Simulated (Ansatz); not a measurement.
Geometry optimisation, RKS B3LYP-D4/def2-TZVP in Ansatz 0.2.0.

Input:

```yaml
crystal:
  periodic: [false, false, false]
  atoms:
    - { symbol: Zn, position_ang: [-0.300185, -0.087546, 0.083237] }
    - { symbol: O, position_ang: [-0.287578, -0.090299, 1.870045] }
    - { symbol: H, position_ang: [-1.107198, -0.32653, 2.314674] }
    - { symbol: Cl, position_ang: [-0.232426, -0.062175, -2.01384] }
    - { symbol: H, position_ang: [2.261645, 0.618633, 0.865605] }
    - { symbol: H, position_ang: [1.791842, 0.498717, 1.385178] }
basis:
  gaussian: { orbitals: def2-TZVP }
hamiltonian:
  xc: b3lyp
  dispersion: d4
relax:
  f_tol: 0.03
  max_steps: 50
```

Run as:

```bash
$ ansatz run input.yaml --threads 4 --pin off --max-ram 5120MiB --backend cpu --events-out ev --progress --plain --runs-dir out
```

Where does it end, and by what steps?

It converged. After 7 steps the energy has fallen by 0.054 eV; H5 moved furthest, 0.26 Å.

```json
{"step": "0", "energy less start (eV)": "0.0000", "largest force component (eV/Å)": "1.126", "accepted": "yes"}
{"step": "1", "energy less start (eV)": "-0.0470", "largest force component (eV/Å)": "0.256", "accepted": "yes"}
{"step": "2", "energy less start (eV)": "-0.0483", "largest force component (eV/Å)": "0.092", "accepted": "yes"}
{"step": "3", "energy less start (eV)": "-0.0498", "largest force component (eV/Å)": "0.094", "accepted": "yes"}
{"step": "4", "energy less start (eV)": "-0.0519", "largest force component (eV/Å)": "0.173", "accepted": "yes"}
{"step": "5", "energy less start (eV)": "-0.0533", "largest force component (eV/Å)": "0.142", "accepted": "yes"}
{"step": "6", "energy less start (eV)": "-0.0543", "largest force component (eV/Å)": "0.038", "accepted": "yes"}
{"step": "7", "energy less start (eV)": "-0.0544", "largest force component (eV/Å)": "0.019", "accepted": "yes"}
```

```xyz
6
Properties=species:S:1:pos:R:3
Zn -0.298 -0.089 0.201
O -0.462 -0.140 1.975
H -1.331 -0.387 2.304
Cl -0.062 -0.016 -1.886
H 2.278 0.633 0.611
H 2.002 0.550 1.301
```

Whether the end is a true minimum wasn't checked by a vibrational analysis.

Time of the run: 15 s on 4 threads of Arm Neoverse V1, on a shared host, peak memory 0.32 GiB.
